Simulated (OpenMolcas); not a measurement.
**W³⁺: effect of the IPEA shift**

```json
{
 "Program": "OpenMolcas 26.06",
 "Basis": "ANO-RCC-VTZP [8s7p5d3f2g1h]",
 "Scalar Hamiltonian": "DKH2, point nucleus",
 "Active space": "3 electrons in 5 orbitals (5d)",
 "State averaging": "2S+1 = 4 even, 10 roots; 2S+1 = 2 even, 40 roots kept (CI in the orbitals of an earlier block)",
 "Spin-orbit coupling": "state interaction with AMFI integrals over the reference wave functions, term energies averaged over their components"
}
```

Methods on the same reference wave functions:
A. CASSCF
B. MS-CASPT2, IPEA 0 Eh, imaginary shift 0.1 Eh (closed shells correlated: 5s 5p)
C. MS-CASPT2, IPEA 0.25 Eh, imaginary shift 0.1 Eh (closed shells correlated: 5s 5p)

Energies in cm⁻¹ above 5d³ ⁴F_3/2, the measured ground level; measured values from the list in J. Phys. B 45, 035001 (2012).

```tsv
Level	A	B	C	Measured
5d³ ⁴F_3/2	0.0	0.0	0.0	0.0
5d³ ⁴F_5/2	3369	3720	3650	3537
5d³ ⁴F_7/2	6728	7020	6960	6745
5d³ ⁴F_9/2 [72 %]	9657	9580	9590	9256
5d³ ⁴P_1/2 [53 %]	14819	11980	12450	
5d³ ²G_7/2	17915	15820	16180	15261
5d³ ²H_9/2 [51 %]	18515	17120	17230	
5d³ ⁴P_5/2	19482	17940	18080	17190
5d³ ²P_1/2 [53 %]	23622	19040	19610	
5d³ ²H_11/2	25156	23610	23650	22223
5d³ ²D_5/2(1)	27654	23980	24730	22766
5d³ ²F_7/2	35101	30300	30890	28412
5d³ ²F_5/2	35248	30300	30880	27938
5d³ ²D_5/2(2)	52882	46580	46770	43287
5d³ ²D_3/2(2)	53167	46810	47100
```

Deviations, from unrounded energies. A percentage is the sum of absolute deviations over the sum of measured energies, with the sign that they share, or ± where signs differ.

```
                        Against measurement  Levels      A     B     C
             mean absolute deviation (cm-1)      10   3700  1200  1500
      fine structure of the ground term (%)       3   ±3.0  +4.0  +3.4
other terms of the ground configuration (%)       7  +20.5  +6.5  +8.0
```

B lies closest to measurement on these levels and A furthest from it. The largest miss of B in the table is 5d³ ²D_5/2(2), by +3300 cm-1. The ranking rests on the paired levels alone, and a cruder setting can come out closer through cancelling errors.

Between B and C the level of the table that moves most is 5d³ ²D_5/2(1), by 750 cm-1 (lowest in B, highest in C). Moves below CASPT2's spread within the term are not significant.

The mean deviations of B to C differ by less than CASPT2's widest spread within a term (1100 cm-1), so their order carries little weight.

From A to B the spin-free energies of the other terms of 5d³ shown, above ⁴F, scale by factors of 0.59 to 0.87.

The lowest spin-free term lies below A's lowest term by 0.248 hartree in B, 0.241 hartree in C.

CASPT2 does not keep the components of a term degenerate, so their means are used; among the terms shown or strongly mixed into the levels shown the widest spread is 1100 cm-1 (5d³ ²P, B). Over all roots computed the reference weight is 0.90 to 0.96 in B; the roots of lowest weight are the least certain, and an intruder state may touch them. Terms from blocks run as CI alone lack orbitals of their own. The CASPT2 spread within a term exceeds the gap to the next term for 5d³ ²P and 5d³ ⁴P, 5d³ ⁴P and 5d³ ²G, so the order of their levels is uncertain, and so are names and mixing where such terms share a J (figures for B; the like holds for C). Without dynamic correlation excited terms often stand tens of per cent too high (terms of higher spin than the ground term too low), and those without a measured partner can miss by more than the paired ones (holds for A). Some levels mix across a computed gap that differs much from the measured one, so their mixing is not that of the real levels (holds for A). Computed and measured levels are paired by configuration, term and J; levels that our copy of the source lacks, or whose pairing is in doubt (as where it misses far off the trend of its configuration), stay unpaired and out of the deviations. Levels of configurations outside the active space are missing. Levels that lie high or do not pair safely by name in every column are left out.

A share in square brackets marks a mixed level and gives the weight of the term that names it, the lowest over the columns. A number in round brackets counts repeated terms of one configuration in the order of the reference energies.
